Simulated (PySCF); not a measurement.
Order these species by their calculated properties.

Species are written as SMILES; each is one conformer at its optimised geometry, gas phase (atoms past krypton carry core potentials, spin–orbit coupling is left out). Electronic properties by PySCF.

The conformers computed, where there is a choice (atom-mapped SMILES and torsion angles):
- `[CH3:1][CH:2]=[C:3]=[CH:4][B:5]([CH3:6])[CH3:7]`: C3–C4–B5–C6 -176°
- `[CH2:1]=[CH:2][CH2:3][BH:4][CH:5]1[CH2:6][CH2:7]1`: C1–C2–C3–B4 -110°, C2–C3–B4–C5 2°, C3–B4–C5–C6 147°
- `[CH3:1][B:2]([CH3:3])[C@H:4]1[C@@H:5]2[CH2:6][C@H:7]12`: C1–B2–C4–C5 -36°
- `[CH2:1]=[CH:2]/[CH:3]=[CH:4]/[B:5]([CH3:6])[CH3:7]`: C1–C2–C3–C4 180°, C3–C4–B5–C6 -176°
- `[BH2:1]/[C:2](=[CH:3]\[CH3:4])[C:5](=[CH2:6])[CH3:7]`: B1–C2–C5–C6 5°
- `[CH2:1]=[CH:2][BH:3][CH:4]1[CH2:5][CH2:6][CH2:7]1`: C1–C2–B3–C4 178°, C2–B3–C4–C5 134°

The conformers of `C=CB1CCCC1` and `C/N=C/[SiH]1N[SiH2]N[SiH2]N1` aren't listed.

Question: Rank by smallest rotational constant, lowest first (PBE0-D3(BJ)/def2-SVP).
A. `CB(C)[C@H]1[C@@H]2C[C@@H]21`
B. `C=C/C=C/B(C)C`
C. `C=C(/C(=C/C)B)C`
D. `B[C@]12CC[C@H]1CC2`
E. `C1CC1BCC=C`
F. `CC=C=CB(C)C`

Answer: B (0.938 GHz), F (1.049 GHz), E (1.148 GHz), C (1.318 GHz), A (1.416 GHz), D (2.663 GHz).

Question: By how much do the two ends of that ranking differ?

Answer: By 1.725 GHz, between `B[C@]12CC[C@H]1CC2` and `C=C/C=C/B(C)C`.

Question: Rank by dipole moment, highest first (wB97X-D/def2-SVPD at PBE0-D3(BJ)/def2-SVP geometries).
A. `C1[C@]2(B)[C@@H](CC2)C1`
B. `[F][Zr]([F])([F])[Br]`
C. `C(=C/C)(/B)C(=C)C`
D. `C=CCBC1CC1`

Answer: A (1.93 D), C (1.74 D), D (0.72 D), B (0.06 D).

Question: Rank by electronic spatial extent ⟨r²⟩ about the centre of nuclear charge, lowest first (wB97X-D/def2-SVPD at PBE0-D3(BJ)/def2-SVP geometries).
A. `CB(C)[C@H]1[C@@H]2C[C@@H]21`
B. `C=CCBC1CC1`
C. `C=C/C=C/B(C)C`
D. `C=CBC1CCC1`

Answer: A (921 bohr²), D (1067 bohr²), B (1093 bohr²), C (1257 bohr²).

Question: Give the two extremes of that set in Å².

Answer: `CB(C)[C@H]1[C@@H]2C[C@@H]21`: 258 Å²; `C=C/C=C/B(C)C`: 352 Å².

Question: Rank by lowest singlet excitation, highest first (TDDFT wB97X-D/def2-SVPD at PBE0-D3(BJ)/def2-SVP geometries).
A. `C=C/C=C/B(C)C`
B. `C=CB1CCCC1`
C. `C=CCBC1CC1`
D. `C=C(/C(B)=C/C)C`
E. `CB(C)[C@H]1[C@@H]2C[C@@H]21`
F. `C1C[C@]2(B)[C@H]1CC2`
G. `CC=C=CB(C)C`

Answer: F (6.42 eV), E (5.92 eV), C (5.70 eV), B (5.35 eV), A (5.09 eV), G (4.57 eV), D (4.41 eV).

Question: By how much do the two ends of that ranking differ?

Answer: By 2.01 eV, between `B[C@]12CC[C@H]1CC2` and `B/C(=C\C)C(=C)C`.

Question: Rank by vertical ionisation energy, highest first (ΔSCF wB97X-D/def2-SVPD at PBE0-D3(BJ)/def2-SVP geometries).
A. `[F][Zr]([F])([F])[Br]`
B. `C(/B(C)C)=C\C=C`
C. `C=CCBC1CC1`
D. `C=CBC1CCC1`

Answer: A (11.78 eV), D (9.88 eV), C (9.18 eV), B (8.85 eV).

Question: By how much do the two ends of that ranking differ?

Answer: By 2.93 eV, between `[F][Zr]([F])([F])[Br]` and `C=C/C=C/B(C)C`.

Question: Rank by static isotropic polarisability, lowest first (wB97X-D/def2-SVPD at PBE0-D3(BJ)/def2-SVP geometries).
A. `C1CB(C=C)CC1`
B. `C=C/C=C/B(C)C`
C. `[F][Zr]([F])([F])[Br]`
D. `C=CCBC1CC1`
E. `C/N=C/[SiH]1N[SiH2]N[SiH2]N1`
F. `B[C@]12CC[C@H]1CC2`
G. `CC=C=CB(C)C`
H. `CB(C)[C@H]1[C@@H]2C[C@@H]21`

Answer: C (57.5 au), F (79.4 au), H (81.3 au), A (83.9 au), D (86.3 au), G (93.5 au), B (99.2 au), E (127.9 au).
